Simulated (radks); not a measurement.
Problem. Numerical settings for neutral iron, [Ar] 3d6 4s2. Calculated with a radial shooting solver on a logarithmic mesh with Libxc functionals: scalar-relativistic Kohn-Sham, BLYP, spin-polarised, spherical densities, point nucleus; open shells are filled with parallel spins first. The defaults (mesh step 0.008 in ln r, mesh end at 40 bohr or more with all orbitals vanishing there, Anderson mixing 0.5 over 9 steps, residual threshold near 1e-9 with the energy settled to 1e-9 hartree or 1e-11 of itself, here a cap of 60 iterations) give E = -1272.9048 hartree and 4s at -4.845 eV in 16 iterations. Run on one thread of a shared host, so times are rough (Intel(R) Xeon(R) Platinum 8488C): 0.25 s of CPU time, 0.25 s wall, 16 iterations on 2669 mesh points. One setting is changed at a time: mesh step in ln r 0.02; mesh step in ln r 0.03; mesh step in ln r 0.12; mesh end (bohr) 5; mesh end (bohr) 12; residual threshold 0.001; residual threshold 0.1; mixing 1.5; linear mixing, mixing 0.8; linear mixing, mixing 0.5; mixing history 3; iteration cap 8. Which runs fail to converge, and which converge to a wrong energy?

Solution. Not converged within the cap: mesh step in ln r 0.12; linear mixing, mixing 0.8; iteration cap 8. Settings that end as converged yet miss the energy by more than 1 mhartree: mesh end (bohr) 5 (+0.105 hartree).
